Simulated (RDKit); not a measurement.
RDKit input (UFF):

```python
from rdkit import Chem
from rdkit.Chem import AllChem, rdDetermineBonds

mol = Chem.MolFromXYZFile('mol.xyz')
rdDetermineBonds.DetermineBonds(mol, charge=-1)
print('SMILES', Chem.MolToSmiles(Chem.RemoveHs(mol)))
ff = AllChem.UFFGetMoleculeForceField(mol)
e0 = ff.CalcEnergy()
flag = ff.Minimize(maxIts=5000, forceTol=1e-5)
print(f'energy {e0:.4f} -> {ff.CalcEnergy():.4f} kcal/mol, converged: {flag == 0}')
print(Chem.MolToXYZBlock(mol))
```
mol.xyz:
```
9

N     -1.42088800    -0.94440500    -0.16861700
Si     0.05667000    -0.03832600     0.14132300
O      0.49483400     0.00101200     1.63280200
O     -0.12245000     1.54734700    -0.49324300
O      1.05665600    -0.71173800    -1.04751100
H     -1.85006400    -0.78365300    -1.07086800
H     -2.11473100    -0.81865900     0.55545700
H     -0.04869800     2.13100800     0.26791100
H      1.73401600    -0.07427100    -1.28708800
```

Output:

```
SMILES N[Si]([O-])(O)O
energy 25.9716 -> -0.5152 kcal/mol, converged: True
9

N     -1.454140   -0.829068    0.238226
Si     0.120144   -0.048244   -0.099652
O      1.076383   -0.050534    1.325718
O     -0.138534    1.569166   -0.614736
O      0.933586   -0.918538   -1.335339
H     -2.024527   -0.747434   -0.632880
H     -1.929654   -0.249395    0.965358
H     -0.581046    2.010165    0.153657
H      1.783133   -0.427803   -1.470187
```

The dipole moment of an ion depends on the origin.

The geometry given is a B3LYP-D3(BJ)/def2-TZVP minimum.
